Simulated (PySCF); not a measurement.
H$_{9}$GeNO$_{2}$Si$_{2}$, singlet, geometry from GFN2-xTB; DF-CAMB3LYP/def2-SV(P) (PySCF).

Here is a job for PySCF.
```python
from pyscf import gto, scf, dft

mol = gto.M(
    atom='''
Si   -1.94290170    0.03901336   -0.81012141
N    -3.51203689   -0.65637378   -0.74076491
O    -1.49444141    0.09550604    0.74612508
Si   -0.22559935    0.14687356    1.73999312
O     1.18690577    0.20255433    0.94284129
Ge    1.95478169    0.00132160   -0.59340783
H    -1.09616459   -0.87962402   -1.57808131
H    -1.84581926    1.41722363   -1.31482453
H    -4.11408927   -0.41327520    0.02927166
H    -4.04429355   -0.74406353   -1.58897766
H    -0.30832167    1.40310296    2.47204016
H    -0.24735848   -1.08654973    2.51462764
H     3.39009647    0.30838871   -0.28564722
H     1.76274209   -1.41808109   -1.04275403
H     1.35375189    0.97830399   -1.56118439
''',
    basis='def2-sv(p)',
    verbose=4,
    max_memory=1800,
)

mf = dft.RKS(mol)
mf.xc = 'camb3lyp'
mf = mf.density_fit(auxbasis='def2-universal-jkfit')
mf.kernel()
```

It wrote (shortened):

```
PySCF version 2.14.0

[INPUT] verbose = 4
[INPUT] num. atoms = 15
[INPUT] num. electrons = 92
[INPUT] charge = 0
[INPUT] spin (= nelec alpha-beta = 2S) = 0
[INPUT] symmetry False subgroup None
[INPUT] Mole.unit = angstrom
[INPUT] Symbol           X                Y                Z      unit          X                Y                Z       unit  Magmom
[INPUT]  1 Si    -1.942901700000   0.039013360000  -0.810121410000 AA   -3.671552099952   0.073724565599  -1.530907592546 Bohr   0.0
[INPUT]  2 N     -3.512036890000  -0.656373780000  -0.740764910000 AA   -6.636787861469  -1.240366679546  -1.399842802588 Bohr   0.0
[INPUT]  3 O     -1.494441410000   0.095506040000   0.746125080000 AA   -2.824084974109   0.180480258842   1.409972055869 Bohr   0.0
[INPUT]  4 Si    -0.225599350000   0.146873560000   1.739993120000 AA   -0.426320985380   0.277550803340   3.288110455427 Bohr   0.0
[INPUT]  5 O      1.186905770000   0.202554330000   0.942841290000 AA    2.242926840966   0.382772209045   1.781711817032 Bohr   0.0
[INPUT]  6 Ge     1.954781690000   0.001321600000  -0.593407830000 AA    3.694002027414   0.002497462046  -1.121378278872 Bohr   0.0
[INPUT]  7 H     -1.096164590000  -0.879624020000  -1.578081310000 AA   -2.071450862546  -1.662248490389  -2.982141478195 Bohr   0.0
[INPUT]  8 H     -1.845819260000   1.417223630000  -1.314824530000 AA   -3.488092876847   2.678164517962  -2.484658263560 Bohr   0.0
[INPUT]  9 H     -4.114089270000  -0.413275200000   0.029271660000 AA   -7.774501972312  -0.780976942075   0.055315420611 Bohr   0.0
[INPUT] 10 H     -4.044293550000  -0.744063530000  -1.588977660000 AA   -7.642607176845  -1.406076290977  -3.002732595452 Bohr   0.0
[INPUT] 11 H     -0.308321670000   1.403102960000   2.472040160000 AA   -0.582643514569   2.651480318967   4.671478871326 Bohr   0.0
[INPUT] 12 H     -0.247358480000  -1.086549730000   2.514627640000 AA   -0.467439781789  -2.053281410420   4.751957544861 Bohr   0.0
[INPUT] 13 H      3.390096470000   0.308388710000  -0.285647220000 AA    6.406353864155   0.582770201808  -0.539795014043 Bohr   0.0
[INPUT] 14 H      1.762742090000  -1.418081090000  -1.042754030000 AA    3.331099778343  -2.679784882525  -1.970519531987 Bohr   0.0
[INPUT] 15 H      1.353751890000   0.978303990000  -1.561184390000 AA    2.558220312712   1.848726607669  -2.950210927046 Bohr   0.0

nuclear repulsion = 652.635430294599
number of shells = 64
number of NR pGTOs = 254
number of NR cGTOs = 128
basis = def2-sv(p)
ecp = {}

******** <class 'pyscf.df.df_jk.DFRKS'> ********
method = DFRKS
initial guess = minao
damping factor = 0
level_shift factor = 0
DIIS = <class 'pyscf.scf.diis.CDIIS'>
diis_start_cycle = 1
diis_space = 8
diis_damp = 0
SCF conv_tol = 1e-09
SCF conv_tol_grad = None
SCF max_cycles = 50
direct_scf = False
XC library pyscf.dft.libxc version 7.1.2
    S. Lehtola, C. Steigemann, M. J. T. Oliveira, and M. A. L. Marques,  SoftwareX 7, 1–5 (2018)
XC functionals = camb3lyp
    T. Yanai, D. P. Tew, and N. C. Handy,  Chem. Phys. Lett. 393, 51 (2004)
radial grids:
    Treutler-Ahlrichs [JCP 102, 346 (1995); DOI:10.1063/1.469408] (M4) radial grids

becke partition: Becke, JCP 88, 2547 (1988); DOI:10.1063/1.454033
pruning grids: <function nwchem_prune>
grids dens level: 3
symmetrized grids: False
atomic radii adjust function: <function treutler_atomic_radii_adjust>
small_rho_cutoff = 0
Set gradient conv threshold to 3.16228e-05
Initial guess from minao.
tot grids = 189344
******** <class 'pyscf.df.df.DF'> ********
auxbasis = def2-universal-jkfit
Create RSH-DF object <pyscf.df.df.DF object> for omega=0.33
******** <class 'pyscf.df.df.DF'> ********
auxbasis = auxmol.basis = def2-universal-jkfit
init E= -2866.06646978998
  HOMO = -0.316733902084574  LUMO = -0.0193336599390106  gap/eV = 8.09267
cycle= 1 E= -2865.95084313635  delta_E= 0.116  |g|= 1.13  |ddm|= 3.69
  HOMO = -0.210619785471711  LUMO = 0.0556657407903436  gap/eV = 7.24600
cycle= 2 E= -2865.78230751372  delta_E= 0.169  |g|= 1.49  |ddm|= 1.91
  HOMO = -0.312350898455852  LUMO = 0.0484277293685693  gap/eV = 9.81729
cycle= 3 E= -2866.18054055555  delta_E= -0.398  |g|= 0.0952  |ddm|= 1.16
  HOMO = -0.323174966374147  LUMO = 0.0551320478440376  gap/eV = 10.29426
cycle= 4 E= -2866.18175621052  delta_E= -0.00122  |g|= 0.0562  |ddm|= 0.114
  HOMO = -0.317025225056662  LUMO = 0.0546921228916588  gap/eV = 10.11494
cycle= 5 E= -2866.18229712132  delta_E= -0.000541  |g|= 0.00967  |ddm|= 0.0449
  HOMO = -0.317411241575274  LUMO = 0.0543495754142183  gap/eV = 10.11613
cycle= 6 E= -2866.18231272214  delta_E= -1.56e-05  |g|= 0.00373  |ddm|= 0.00967
  HOMO = -0.317634147253777  LUMO = 0.0542771950334551  gap/eV = 10.12022
cycle= 7 E= -2866.18231492517  delta_E= -2.2e-06  |g|= 0.000585  |ddm|= 0.00293
  HOMO = -0.317542246364324  LUMO = 0.0542893761459751  gap/eV = 10.11805
cycle= 8 E= -2866.18231500102  delta_E= -7.58e-08  |g|= 0.000279  |ddm|= 0.000853
  HOMO = -0.317585432130927  LUMO = 0.0542873533603982  gap/eV = 10.11917
cycle= 9 E= -2866.18231501587  delta_E= -1.48e-08  |g|= 4.75e-05  |ddm|= 0.000253
  HOMO = -0.31758008346971  LUMO = 0.0542870650388894  gap/eV = 10.11902
cycle= 10 E= -2866.18231501642  delta_E= -5.52e-10  |g|= 1.07e-05  |ddm|= 6.8e-05
  HOMO = -0.317581620007133  LUMO = 0.0542865283667755  gap/eV = 10.11905
Extra cycle  E= -2866.18231501646  delta_E= -3.64e-11  |g|= 8.23e-06  |ddm|= 2.42e-05
converged SCF energy = -2866.18231501646
```
